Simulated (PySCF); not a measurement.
SMILES C(c1s[c]([GeH3])cc1)(F)(F)F (C5H5F3GeS), GFN2-xTB optimised geometry.

```
15

F     -2.29    -2.47     1.09
C     -1.50    -2.41     0.00
F     -2.34    -2.44    -1.06
F     -0.81    -3.56    -0.03
C     -0.61    -1.23     0.00
C      0.76    -1.23     0.00
C      1.28     0.07     0.00
C      0.33     1.05     0.00
Ge     0.55     2.97    -0.01
S     -1.26     0.37     0.00
H      1.35    -2.13     0.00
H      2.34     0.29     0.00
H     -0.06     3.55    -1.24
H      2.01     3.26     0.03
H     -0.12     3.56     1.19
```

Density from B3LYP/def2-TZVP run with PySCF 2.14.0 at that geometry.

Minimum of the electron density along straight lines between bonded atoms, close to the bond critical point (lines longer than 1.1 times the sum of covalent radii, or with two minima, are not listed):

```csv
bond,length / Å,ρ at the minimum / e bohr⁻³,∇²ρ there / e bohr⁻⁵,position (fraction from the first atom)
F1–C2,1.347,0.284,-0.56,0.65
C2–F3,1.346,0.284,-0.56,0.35
C2–F4,1.341,0.286,-0.53,0.34
C2–C5,1.485,0.283,-0.82,0.53
C5–C6,1.365,0.331,-0.97,0.52
C6–C7,1.406,0.310,-0.90,0.50
C7–C8,1.365,0.331,-0.97,0.49
C8–Ge9,1.937,0.128,0.16,0.53
C5–S10,1.725,0.215,-0.45,0.49
C8–S10,1.723,0.215,-0.43,0.47
C6–H11,1.075,0.292,-1.06,0.65
C7–H12,1.076,0.291,-1.05,0.65
Ge9–H13,1.490,0.144,0.09,0.60
Ge9–H14,1.489,0.144,0.10,0.60
Ge9–H15,1.490,0.144,0.09,0.60
```
